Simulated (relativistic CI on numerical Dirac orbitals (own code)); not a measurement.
Line list: Electric-dipole lines, Ga+

These numbers are calculated, not measured: Dirac-Coulomb-Breit CI, separate exchange-only KLI orbitals for each configuration, model QED (radiative potential, 1s self-energy scaled to tabulated hydrogen-like ionisation energies), valence Slater integrals scaled by 0.85, configuration energies shifted to the measured levels that pair with them (semi-empirical) (own radial code, finite nucleus).

Configuration list (outside the closed core [Ar]): 3d¹⁰4s², 3d¹⁰4s4p, 3d¹⁰4s5s, 3d¹⁰4p², 3d¹⁰4s4d, 3d¹⁰4s5p, 3d¹⁰4d², 3d¹⁰4s6s, 3d¹⁰4s4f, 3d¹⁰4s5d, 3d¹⁰4p4d, 3d¹⁰4s6p, 3d¹⁰4s5g, 3d¹⁰4s5f, 3d¹⁰4s6d, 3d¹⁰4s6f, 3d⁹4s²4p, 3d¹⁰4p5s, 3d⁹4s4p². Levels of other configurations are missing.

| λ vac (Å) | Lower | Upper | A (s⁻¹) | log gf | S velocity/length |
| --- | --- | --- | --- | --- | --- |
| 1387.3 | 3d¹⁰4s² ¹S0 [1] | 3d¹⁰4s4p ¹P°1 [5] | 2.24e+09 | 0.29 | 0.84 |
| 1505.4 | 3d¹⁰4s4p ³P°0 [2] | 3d¹⁰4s4d ³D1 [10] | 1.25e+09 | 0.10 | 0.87 |
| 1513.9 | 3d¹⁰4s4p ³P°1 [3] | 3d¹⁰4s4d ³D2 [11] | 1.16e+09 | 0.30 | 0.88 |
| 1514.6 | 3d¹⁰4s4p ³P°1 [3] | 3d¹⁰4s4d ³D1 [10] | 2.56e+08 | -0.58 | 0.88 |
| 1532.6 | 3d¹⁰4s4p ³P°2 [4] | 3d¹⁰4s4d ³D3 [12] | 1.43e+09 | 0.55 | 0.87 |
| 1533.3 | 3d¹⁰4s4p ³P°2 [4] | 3d¹⁰4s4d ³D2 [11] | 2.92e+08 | -0.29 | 0.87 |
| 1534.0 | 3d¹⁰4s4p ³P°2 [4] | 3d¹⁰4s4d ³D1 [10] | 1.07e+07 | -1.95 | 0.86 |
| 1688.0 | 3d¹⁰4s4p ³P°1 [3] | 3d¹⁰4s4d ¹D2 [8] | 1.05e+06 | -2.65 | 0.97 |
| 1690.5 | 3d¹⁰4s4p ³P°1 [3] | 3d¹⁰4s5s ¹S0 [7] | 2.05e+06 | -3.06 | 0.65 |
| 1712.2 | 3d¹⁰4s4p ³P°2 [4] | 3d¹⁰4s4d ¹D2 [8] | 2.16e+06 | -2.32 | 0.81 |
| 1809.2 | 3d¹⁰4s4p ³P°0 [2] | 3d¹⁰4s5s ³S1 [6] | 1.03e+08 | -0.82 | 0.78 |
| 1822.5 | 3d¹⁰4s4p ³P°1 [3] | 3d¹⁰4s5s ³S1 [6] | 3.03e+08 | -0.34 | 0.78 |
| 1850.7 | 3d¹⁰4s4p ³P°2 [4] | 3d¹⁰4s5s ³S1 [6] | 4.87e+08 | -0.12 | 0.78 |
| 2394.6 | 3d¹⁰4s4p ¹P°1 [5] | 3d¹⁰4s4d ³D2 [11] | 1.07e+05 | -3.34 | 0.79 |
| 2396.2 | 3d¹⁰4s4p ¹P°1 [5] | 3d¹⁰4s4d ³D1 [10] | 6.15e+04 | -3.80 | 0.96 |

Terms are leading LS components. Brackets give the number of a level in order of energy, since labels repeat. The list gives strong lines, with weight on those to low levels, without configurations that were not tied to measured data, among the lowest 51 of 143 levels, so that lines to higher ones, which can be the strongest, are missing, and without lines across small gaps between configurations, and without 15 lines that miss the measured interval by over 3.5 %, start from a term whose rates miss tabulated ones by over 60 %, have gauges far apart or, lacking measured levels, span too small a gap for the errors found; lines with a level outside our table were not tested and can miss by more. Levels whose partners in the same complex of configurations lie outside the list can be far off, and so can their lines. Rates are taken at the computed energies, electric ones in the length gauge. A velocity-to-length ratio far from 1 marks an uncertain rate.

Configurations whose levels could be paired with our table of measured levels were shifted onto them, all but the ground configuration, by the median error of their levels; single terms can still be off by 1,000 to 2,000 cm⁻¹ or more, and rates follow the energies as ν³ (E1, M1) or ν⁵ (E2). The others borrow a shift and can be off by several thousand cm⁻¹ or more. The fine structure of a lone outer electron comes out too small, for d and f at times inverted, and misplaced configurations move strength between like terms. 12 of the 13 excited levels that our extract of the measured tables holds in this range could be paired (the sources list more); they are missed by 178 cm⁻¹ on average and 1382 at most, after the shifts were fitted to these levels, and levels without a partner can miss by more.

LS names give the leading component of a level, which can be under half, so a name can repeat, a term be missing and a line seem to break the LS rules.
